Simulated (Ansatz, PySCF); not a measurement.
Bond stretch in Br2, singlet.

- UHF/cc-pVTZ (Ansatz, an electronic-structure program)
- RHF/cc-pVTZ (Ansatz)
- UKS-PBE0 = Ansatz with unrestricted PBE0/cc-pVTZ
- RKS-PBE0 = restricted PBE0/cc-pVTZ (Ansatz)
- UKS-PBE = unrestricted PBE/cc-pVTZ in Ansatz
- RKS-PBE = restricted PBE/cc-pVTZ (Ansatz)
- UKS-B3LYP/6-31G* = unrestricted B3LYP/6-31G*, spherical d (PySCF)
- RKS-B3LYP/6-31G* = restricted B3LYP/6-31G*, spherical d (PySCF)

Scanned distances (Å): 1.72, 1.83, 1.93, 2.01, 2.11, 2.21, 2.28, 2.36, 2.40, 2.50, 2.69, 2.88, 3.02, 3.47, 3.80, 4.08, 4.52, 4.97, 5.54, 6.10, 6.80, 7.94, 9.13.

### Question
Where does the unrestricted solution first break spin symmetry (<S²> of 0.01 or more)?

### Answer
UHF: between 2.40 and 2.50 Å; UKS-PBE0: between 2.69 and 2.88 Å; UKS-PBE: between 2.69 and 2.88 Å; UKS-B3LYP/6-31G*: between 2.69 and 2.88 Å.

| R / Å | <S²> UHF | E(RHF) − E(UHF) / kJ/mol | <S²> UKS-PBE0 | E(RKS-PBE0) − E(UKS-PBE0) / kJ/mol | <S²> UKS-PBE | E(RKS-PBE) − E(UKS-PBE) / kJ/mol | <S²> UKS-B3LYP/6-31G* | E(RKS-B3LYP/6-31G*) − E(UKS-B3LYP/6-31G*) / kJ/mol |
|---|---|---|---|---|---|---|---|---|
| 1.72 | 0.00 | 0.0 | 0.00 | 0.0 | 0.00 | 0.0 | 0.00 | 0.0 |
| 1.83 | 0.00 | 0.0 | 0.00 | 0.0 | 0.00 | 0.0 | 0.00 | 0.0 |
| 1.93 | 0.00 | 0.0 | 0.00 | 0.0 | 0.00 | 0.0 | 0.00 | 0.0 |
| 2.01 | 0.00 | 0.0 | 0.00 | 0.0 | 0.00 | 0.0 | 0.00 | 0.0 |
| 2.11 | 0.00 | 0.0 | 0.00 | 0.0 | 0.00 | 0.0 | 0.00 | 0.0 |
| 2.21 | 0.00 | 0.0 | 0.00 | 0.0 | 0.00 | 0.0 | 0.00 | 0.0 |
| 2.28 | 0.00 | 0.0 | 0.00 | 0.0 | 0.00 | 0.0 | 0.00 | 0.0 |
| 2.36 | 0.00 | 0.0 | 0.00 | 0.0 | 0.00 | 0.0 | 0.00 | 0.0 |
| 2.40 | 0.00 | 0.0 | 0.00 | 0.0 | 0.00 | 0.0 | 0.00 | 0.0 |
| 2.50 | 0.17 | 2.3 | 0.00 | 0.0 | 0.00 | 0.0 | 0.00 | 0.0 |
| 2.69 | 0.57 | 36.8 | 0.00 | 0.0 | 0.00 | 0.0 | 0.00 | 0.0 |
| 2.88 | 0.78 | 90.4 | 0.20 | 0.8 | 0.22 | 0.9 | 0.21 | 0.9 |
| 3.02 | 0.86 | 132.9 | 0.50 | 7.6 | 0.48 | 5.3 | 0.47 | 5.2 |
| 3.47 | 0.99 | 257.4 | 0.92 | 62.8 | 0.86 | 26.4 | 0.89 | 41.5 |
| 3.80 | 1.01 | 328.2 | 0.99 | 102.9 | 0.95 | 40.0 | 0.97 | 74.5 |
| 4.08 | 1.02 | 374.3 | 1.01 | 129.1 | 0.99 | 52.7 | 0.99 | 97.4 |
| 4.52 | 1.02 | 426.2 | 1.01 | 156.9 | 1.00 | 68.8 | 1.00 | 122.7 |
| 4.97 | 1.02 | 461.6 | 1.01 | 173.5 | 1.00 | 78.8 | 1.00 | 138.0 |
| 5.54 | 1.02 | 490.7 | 1.01 | 185.2 | 1.00 | 85.1 | 1.00 | 148.6 |
| 6.10 | 1.02 | 509.2 | 1.01 | 191.6 | 1.00 | 87.8 | 1.00 | 154.2 |
| 6.80 | 1.02 | 524.9 | 1.01 | 196.2 | 1.00 | 89.0 | 1.00 | 158.0 |
| 7.94 | 1.02 | 541.8 | 1.01 | 200.6 | 1.00 | 89.3 | 1.00 | 161.5 |
| 9.13 | 1.02 | 554.0 | 1.01 | 203.6 | 1.00 | 89.4 | 1.00 | 163.9 |
